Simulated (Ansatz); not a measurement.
Species: CClF₂, charge 0, doublet. CClF2 (SMILES F[C](F)Cl, doublet).
B3LYP-D3(BJ)/def2-TZVP minimum from Ansatz (a first-principles code):
```
C
F 1 1.3231
F 1 1.3231 2 110.37
Cl 1 1.7352 2 114.07 3 -129.96
```
Charge 0, spin multiplicity 2.

Total energies in hartree (Ansatz). UHF or UKS for unpaired electrons; spin-orbit terms are left out. Correlated methods leave the cores frozen. No relativity.

| species | HF/cc-pV(T+d)Z | CCSD(T)/cc-pV(T+d)Z | HF/cc-pV(Q+d)Z | CCSD(T)/cc-pV(Q+d)Z | CCSD(T)/cc-pV(D+d)Z | CCSDT(Q)/cc-pV(D+d)Z |
|---|---|---|---|---|---|---|
| 1: CClF2 (SMILES F[C](F)Cl, doublet) | -696.29746 | -697.16643 | -696.32047 | -697.26444 | -696.85412 | -696.85643 |
| 2: F (doublet) | -99.40552 | -99.62036 | -99.41377 | -99.65026 | -99.52757 | -99.52776 |
| 3: C (triplet) | -37.69157 | -37.78076 | -37.69331 | -37.78654 | -37.76038 | -37.76071 |
| 4: Cl (doublet) | -459.48556 | -459.67356 | -459.48916 | -459.69449 | -459.60403 | -459.60445 |

Task: Work out the atomisation energy (electronic, to ground-state atoms) in kJ/mol: take Hartree-Fock from cc-pV(Q+d)Z, extrapolate the CCSD(T) correlation energy as X^-3 (X = 3, 4), and add CCSDT(Q) - CCSD(T) in cc-pV(D+d)Z. 1 hartree = 2625.5 kJ/mol.

Result: 
Species 1: correlation (64·(-0.94397) - 27·(-0.86897))/37 = -0.99870; step -0.00231; E1 = -696.32047 + (-0.99870) + (-0.00231) = -697.32148
Species 2: correlation (64·(-0.23649) - 27·(-0.21484))/37 = -0.25229; step -0.00019; E2 = -99.41377 + (-0.25229) + (-0.00019) = -99.66625
Species 3: correlation (64·(-0.09323) - 27·(-0.08919))/37 = -0.09618; step -0.00033; E3 = -37.69331 + (-0.09618) + (-0.00033) = -37.78982
Species 4: correlation (64·(-0.20533) - 27·(-0.18800))/37 = -0.21798; step -0.00042; E4 = -459.48916 + (-0.21798) + (-0.00042) = -459.70756
-1·E1 +2·E2 +1·E3 +1·E4 = 0.49160 hartree = 1290.7 kJ/mol.
